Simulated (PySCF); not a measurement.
## Constants of CdI, step by step

State: ²Σ⁺, doublet, unpaired electrons σ ↑. De refers to Cd + I. ROHF-based CCSD(T) in PySCF 2.14 with Cd aug-cc-pVDZ-PP with ECP28, I aug-cc-pVDZ-PP with ECP28 and Cd aug-cc-pVTZ-PP with ECP28, I aug-cc-pVTZ-PP with ECP28 (frozen core orbitals: 13; scalar-relativistic core potentials). Correlation energies are extrapolated as n⁻³ (n = 2, 3), Hartree–Fock as (n+1)·exp(−9√n).

```
      Level  Re (Å)  ωe (cm⁻¹)  ωexe (cm⁻¹)  αe (cm⁻¹)  De (eV)
 CCSD(T)/DZ  2.7081      173.8        0.571   0.000140    1.032
 CCSD(T)/TZ  2.6850      176.6        0.548   0.000140    1.103
     HF/CBS  2.7112      182.1        0.371   0.000111    1.183
    MP2/CBS  2.6354      192.8        0.431   0.000124    1.108
   CCSD/CBS  2.6773      179.6        0.515   0.000135    1.106
CCSD(T)/CBS  2.6781      177.4        0.543   0.000141    1.132
```

Problem. How much is left between CCSD(T)/TZ and the basis-set limit, and how much do the triples give at the limit?

Solution. CCSD(T)/CBS less CCSD(T)/TZ: -6.9 mÅ in Re, +0.8 cm⁻¹ in ωe and +0.029 eV in De. CCSD(T)/CBS less CCSD/CBS: +0.8 mÅ in Re, -2.2 cm⁻¹ in ωe and +0.026 eV in De.

The T1 diagnostic is 0.029. The state was picked by a PBE0 search and need not be the measured ground state. Spin–orbit coupling, excitations beyond (T) and corrections to the Born–Oppenheimer picture are left out, and spin–orbit coupling matters for open p, d or f shells this heavy.

The whole job (state search and all basis sets along the bond) took about 29 min on 4 threads of Arm Neoverse V1 (shared host), peak memory 16 GiB.
